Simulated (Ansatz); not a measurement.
`N/C(Cl)=[CH]/[AlH2]`. Charge 0, multiplicity 1.

Cartesian coordinates in Å:
```
N -0.706 1.544 -1.180
C -0.256 0.753 -0.167
Cl -0.205 1.640 1.330
C 0.076 -0.548 -0.230
Al 0.625 -1.710 1.186
H -0.653 2.541 -1.068
H -0.600 1.189 -2.115
H 0.003 -0.960 -1.239
H 0.959 -3.214 0.791
H 0.759 -1.233 2.691
```

Give the diagnostics of a CCSD(T)/def2-TZVPP run (frozen core, the Gaussian-basis code of Ansatz). (Best estimate.)

The calculation gave: T1 = 0.0116, largest single amplitude 0.023, largest double 0.063, (T) share of the correlation energy 4.3 %, 9 CCSD cycles. The RHF solution is stable towards an unrestricted one. T1 lies under the customary mark of 0.02 for closed shells.
